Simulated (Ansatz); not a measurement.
Consider the isomerisation: `[CH2]C[SiH2]O`• → `CC[SiH]O`•.

Calculated with Ansatz (gas phase, PBE0-D4/def2-TZVP geometries, no zero-point term in ΔE). CCSD(T)/CBS is the MP2 limit (def2-TZVPP, def2-QZVPP) plus CCSD(T) − MP2 in def2-TZVPP, frozen cores. Functionals use def2-TZVPP. No spin–orbit coupling; open shells (•) take unrestricted orbitals. Each species was taken in one conformer, which may not be the lowest.

`[CH2]C[SiH2]O`•:

Cartesian coordinates in Å:
```
C -0.983 -1.103 0.508
C 0.417 -0.659 0.615
Si 0.724 0.727 -0.633
O -0.306 1.991 -0.394
H -1.759 -0.648 1.110
H -1.281 -1.829 -0.237
H 1.127 -1.462 0.385
H 0.653 -0.270 1.610
H 2.086 1.300 -0.481
H 0.563 0.151 -1.998
H -1.241 1.803 -0.486
```

`CC[SiH]O`•:

Z-matrix (Å, degrees):
```
C
C 1 1.525
H 1 1.092 2 111.4
H 1 1.093 2 111.5 3 120.1
H 1 1.093 2 111.5 3 -120.0
Si 2 1.873 1 113.2 3 178.2
H 2 1.097 1 110.8 3 58.2
H 2 1.094 1 110.9 3 -59.5
O 6 1.657 2 106.6 1 -174.9
H 6 1.504 2 110.3 1 -55.1
H 9 0.958 6 117.1 2 174.6
```

```
             level  ΔE (kJ/mol)
            B97M-V        -29.4
      CAM-B3LYP-D4        -31.0
       HF/def2-SVP        -14.3
SCS-MP2/def2-QZVPP        -36.5
```

Q: What does CCSD(T)/CBS give? (Estimate.)

A: The calculation gave: -32.1 kJ/mol. The listed levels differ from it by 2.7, 1.1, 17.8, -4.4 kJ/mol.

Q: What do rigid-rotor, harmonic-oscillator terms from PBE0-D4/def2-TZVP frequencies (298.15 K, 1 bar) make of the CCSD(T)/CBS value? (Best estimate.)

A: The calculation gave: ΔZPE = +13.2 kJ/mol, ΔH = -19.4 kJ/mol, ΔS = 0 J/(mol·K), ΔG = -19.4 kJ/mol. Open shells count their whole term as degenerate.

Largest T1 diagnostic among the species: 0.013.

From BLYP to BHLYP (50 % exact exchange), in def2-TZVPP and without D4, ΔE moves by +10.5 kJ/mol. In def2-TZVPP, CCSD(T) changes the Hartree–Fock value by −19.6 kJ/mol (the triples alone add −2.7 kJ/mol) and MP2 by −28.7 kJ/mol.

CCSD(T)/CBS has its own doubt, a few kJ/mol and more with outer-core shells, so smaller differences from it don't rank the levels.
